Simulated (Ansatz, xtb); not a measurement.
Relative energy of two structures of BH5N2Si

We compare a, `B=N[SiH2]N`, a singlet, with b, a singlet given by its coordinates. Both are isolated molecules in the gas phase, relaxed with PBE0-D3(BJ)/def2-SVP; the shapes shown needn't be the lowest conformers.

a (Å):

```xyz
9

B    -1.8653   -1.0347   -0.5153
N     1.6611    0.9419   -0.4602
N    -0.6207   -0.8855   -0.5221
Si    1.0982   -0.6859   -0.5323
H     1.6397   -1.3970    0.6603
H     1.5516    1.4674    0.4003
H     1.6111   -1.2776   -1.8004
H    -3.0408   -1.1715   -0.5086
H     1.5329    1.5476   -1.2635
```

b (Å):

```yaml
atoms:
  - { symbol: B, position_ang: [0.2683, -1.0928, 0.4645] }
  - { symbol: N, position_ang: [0.5496, 0.2561, 0.7137] }
  - { symbol: N, position_ang: [-0.7280, -1.5157, -0.4925] }
  - { symbol: Si, position_ang: [-1.0943, -3.1860, -0.8188] }
  - { symbol: H, position_ang: [0.0886, 1.0307, 0.2544] }
  - { symbol: H, position_ang: [1.2483, 0.5409, 1.3849] }
  - { symbol: H, position_ang: [0.8795, -1.9438, 1.0703] }
  - { symbol: H, position_ang: [-1.2301, -0.7841, -0.9907] }
  - { symbol: H, position_ang: [-2.1783, -2.8712, -1.8730] }
```

Close contacts (Å): B1–N2 1.40, B1–N3 1.44, N3–Si4 1.74, B1–H7 1.21, N2–H5 1.01, N2–H6 1.01, N3–H8 1.02, Si4–H9 1.54.

Quicker runs give these differences E(b) − E(a): GFN2-xTB +1.012 eV; HF/STO-3G −0.142 eV (at GFN2-xTB geometries); r2SCAN-D4/def2-SVP +0.133 eV (at GFN2-xTB geometries).

Task: Which of the two would you expect CCSD(T)/def2-TZVP electronic energies to favour?

Result: Structure a; the calculation gives E(b) − E(a) = +0.313 eV.

Level by level:

```json
{"level": "GFN2-xTB", "geometry": "GFN2-xTB", "E(b) − E(a) (eV)": "+1.012", "departure from the last row (eV)": "+0.699", "job, with rough time for the two": "optimisation, 0.41 s"}
{"level": "HF/STO-3G", "geometry": "GFN2-xTB", "E(b) − E(a) (eV)": "−0.142", "departure from the last row (eV)": "−0.454", "job, with rough time for the two": "single point, 0.28 s"}
{"level": "r2SCAN-D4/def2-SVP", "geometry": "GFN2-xTB", "E(b) − E(a) (eV)": "+0.133", "departure from the last row (eV)": "−0.180", "job, with rough time for the two": "single point, 2.3 s"}
{"level": "PBE0-D3(BJ)/def2-SVP", "geometry": "PBE0-D3(BJ)/def2-SVP", "E(b) − E(a) (eV)": "−0.042", "departure from the last row (eV)": "−0.354", "job, with rough time for the two": "optimisation, 17 s"}
{"level": "HF/def2-TZVP", "geometry": "PBE0-D3(BJ)/def2-SVP", "E(b) − E(a) (eV)": "+0.396", "departure from the last row (eV)": "+0.083", "job, with rough time for the two": "part of the CCSD(T) run"}
{"level": "MP2/def2-TZVP", "geometry": "PBE0-D3(BJ)/def2-SVP", "E(b) − E(a) (eV)": "+0.501", "departure from the last row (eV)": "+0.188", "job, with rough time for the two": "part of the CCSD(T) run"}
{"level": "CCSD(T)/def2-TZVP", "geometry": "PBE0-D3(BJ)/def2-SVP", "E(b) − E(a) (eV)": "+0.313", "departure from the last row (eV)": "", "job, with rough time for the two": "single point, 39 s"}
```

HF/STO-3G, PBE0-D3(BJ)/def2-SVP put the two in the other order. The largest departure from CCSD(T)/def2-TZVP is that of GFN2-xTB, 0.699 eV.

With harmonic frequencies from PBE0-D3(BJ)/def2-SVP (ideal gas, rigid rotor, one conformer each, 298.15 K, 1 atm): the zero-point term adds +0.116 eV; ΔH is +0.416 and ΔG +0.440 eV.

The correlated steps freeze 8 core orbitals. Run with Ansatz 0.2.0, xtb 6.7.1; the last row on 2 threads of AMD EPYC 7B13 (Zen 3) on a shared host.
